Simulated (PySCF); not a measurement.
Labels have come off several samples. The candidates:

A. `InChI=1S/C5H5N3/c1-2-4-8-5-3-6-7-8/h1,3,5H,4H2`
B. `C(CC)C1=C[SiH2]C=C[SiH2]1`
C. SMILES Cc1ncnnc1O[SiH3]

Spectrum 1. ¹H NMR (400 MHz, computed): δ 7.52 (m, 1H), 7.50 (m, 1H), 6.97 (t, 1H), 4.63 (m, 2H), 4.55 (m, 2H), 2.52 (t, 2H), 1.50 (m, 2H), 0.90 (t, 3H). ¹³C{¹H} NMR (computed): δ 169.0 (C), 154.1 (CH), 153.5 (CH), 145.1 (CH), 52.1 (CH2), 24.4 (CH2), 14.3 (CH3).

Spectrum 2. ¹H NMR (400 MHz, computed): δ 7.91 (m, 1H), 7.89 (m, 1H), 5.30 (d, 2H), 1.95 (t, 1H). ¹³C{¹H} NMR (computed): δ 139.3 (CH), 129.3 (CH), 83.1 (C), 82.2 (CH), 40.5 (CH2).

Spectrum 3. ¹H NMR (400 MHz, computed): δ 9.53 (s, 1H), 5.20 (s, 3H), 2.71 (s, 3H). ¹³C{¹H} NMR (computed): δ 169.1 (C), 158.6 (CH), 156.3 (C), 22.8 (CH3).

Non-relativistic, a single conformation, equivalent nuclei averaged, no solvent. Coordinates at the GFN2-xTB level; shieldings: GIAO PBE0/pcSseg-1; PySCF 2.14.0 with density-fitted response routines.

Scale: ¹H, ¹³C against TMS (reference shieldings calculated alike). Where no couplings were computed, multiplicities follow the n + 1 count of equivalent neighbours, and m marks all less simple cases (inequivalent or close neighbours, rings, F or P nearby). Shifts are as computed. Against solution values, carbons near 30 ppm lie about +3 ppm off and those near 130 ppm about +5 ppm. Of 1211 compounds with measured shifts, 218 miss one by over three times the rms of a fit or turn the order of signals round; such compounds aren't used in these exercises.

Task: Match each spectrum to its structure.

Result: 1–B, 2–A, 3–C.

- Spectrum 1 (B): 7 ¹³C signals; δC 154.1 is an alkene CH; δC 153.5 is an alkene CH.
- Spectrum 2 (A): 5 ¹³C signals; δC 83.1 is an alkyne carbon; δC 82.2 is a terminal alkyne carbon.
- Spectrum 3 (C): 4 ¹³C signals; δC 169.1 is an aromatic carbon bearing oxygen; δC 22.8 is a methyl carbon on an aromatic ring.
